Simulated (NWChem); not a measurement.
System: CH4OZn; SMILES C[O][ZnH]

```xyz
7

Zn     0.2575    -0.7262     0.0016
H      0.0058    -2.2227    -0.0161
O      0.7069     0.9862     0.0235
C     -0.0764     2.1264     0.0041
H     -0.7940     2.1906     0.8498
H      0.5643     3.0265     0.0733
H     -0.6726     2.2401    -0.9265
```
Atoms are numbered in this order, from 1.

Program: NWChem. Pople sets run with spherical d functions. Geometry: optimised at PBE0/def2-SVP. GIAO values for the isolated, static molecule; σ is the absolute isotropic shielding, δ = σ(reference) − σ with the isolated reference molecule computed at the same levels (13C: tetramethylsilane, 1H: tetramethylsilane, 17O: water).

```tsv
level	σ Zn1 (ppm)	δ H2 (ppm)	δ O3 (ppm)	δ C4 (ppm)	δ H5 (rotor mean) (ppm)
Hartree-Fock/6-31G*	2031.4	3.92	-25.8	50.7	3.66
PBE/pcSseg-1	1711.9	3.63	44.3	59.9	4.26
PBE0/pcSseg-1	1762.3	3.53	14.5	57.3	4.01
BHandHLYP/pcSseg-1	1798.5	3.46	-2.1	55.6	3.84
KT2/pcSseg-1	1746.4	3.65	41.9	59.2	4.21
```
